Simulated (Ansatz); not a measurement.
Cost and result for the atomization energy of C4H10Si (`C/C=C/[SiH2]C`) (15 atoms, 14 bonds).

```xyz
15

C     0.240    0.535   -2.718
C     0.009    0.726   -1.259
C     0.524   -0.024   -0.284
Si    0.185    0.268    1.517
C    -0.660   -1.199    2.316
H    -0.706    0.366   -3.243
H     0.901   -0.312   -2.913
H     0.686    1.431   -3.162
H    -0.640    1.560   -0.992
H     1.173   -0.852   -0.575
H     1.462    0.533    2.241
H    -0.673    1.483    1.629
H    -0.042   -2.097    2.229
H    -0.839   -1.016    3.378
H    -1.620   -1.402    1.837
```

Total charge 0; spin multiplicity 1. The geometry is a stationary point of PBE0-D4/def2-TZVP. It is one conformer, not always the lowest. Program: Ansatz. All runs use 4 threads of an Intel Xeon Platinum 8375C on a shared host. Times are those of one run each, without the atoms' runs, and a repeat can differ threefold. Electronic energies, without spin–orbit coupling; frozen cores. CCSD(T)/CBS adds CCSD(T) − MP2 in def2-TZVPP to the MP2 limit, and its time is that of the two runs behind it. T1 = 0.011.

CCSD(T)/CBS is a level of theory with its own doubt, some kJ/mol a heavy atom from the limit and from the frozen cores, so smaller differences don't rank the functionals.

| level | functions | wall time |
| --- | --- | --- |
| BLYP-D4/def2-TZVPP | 306 | 2.7 s |
| revPBE-D4/def2-TZVPP | 306 | 2.8 s |
| LDA (SPW92)/def2-TZVPP | 306 | 2.9 s |
| BHLYP-D4/def2-TZVPP | 306 | 4.1 s |
| PBE-D4/def2-TZVPP (with forces) | 306 | 4.8 s |
| PBE0-D4/def2-TZVPP | 306 | 5.5 s |
| r2SCANh-D4/def2-TZVPP | 306 | 8 s |
| CCSD(T)/def2-SVP | 124 | 9.5 s |
| B97M-V/def2-TZVPP | 306 | 11 s |
| ωB97M-V/def2-TZVPP (with forces) | 306 | 13 s |
| MP2/def2-QZVPP | 598 | 45 s |
| CCSD(T)/def2-TZVPP | 306 | 11 min |
| CCSD(T)/CBS(def2) | – | 12 min |

(1) What atomization energy does each give, and how far from CCSD(T)/CBS? (An estimate is asked.)

Answers

(1) Computed: 
```csv
level,atomization (kJ/mol),difference from CCSD(T)/CBS,per bond
BLYP-D4/def2-TZVPP,5729.1,-26.7,-1.9
revPBE-D4/def2-TZVPP,5722.9,-32.9,-2.3
LDA (SPW92)/def2-TZVPP,6464.4,708.6,50.6
BHLYP-D4/def2-TZVPP,5656.3,-99.5,-7.1
PBE-D4/def2-TZVPP (with forces),5832.0,76.2,5.4
PBE0-D4/def2-TZVPP,5777.7,21.9,1.6
r2SCANh-D4/def2-TZVPP,5750.0,-5.8,-0.4
CCSD(T)/def2-SVP,5508.0,-247.8,-17.7
B97M-V/def2-TZVPP,5775.9,20.1,1.4
ωB97M-V/def2-TZVPP (with forces),5771.0,15.2,1.1
MP2/def2-QZVPP,5741.8,-14.0,-1.0
CCSD(T)/def2-TZVPP,5632.7,-123.1,-8.8
CCSD(T)/CBS(def2),5755.8,0.0,0.0
```

From r2SCAN to r2SCAN0 (25 % exact exchange), in def2-TZVPP and without D4, the atomization energy moves by −48.6 kJ/mol: exact exchange takes away binding that semilocal exchange gives to molecules. In def2-TZVPP, CCSD(T) changes the Hartree–Fock value by +1238.4 kJ/mol (the triples alone add +65.6 kJ/mol) and MP2 by +1274.9 kJ/mol; breaking electron pairs costs correlation energy, which Hartree–Fock lacks. The D4 term adds +44.6 kJ/mol with B3LYP and +23.6 kJ/mol with PBE0; it sums over pairs of atoms, weighted by their polarisabilities, and B3LYP, whose exchange is more repulsive, gets the larger term.

B3LYP here is the variant with VWN-RPA as its local correlation; programs differ in this.
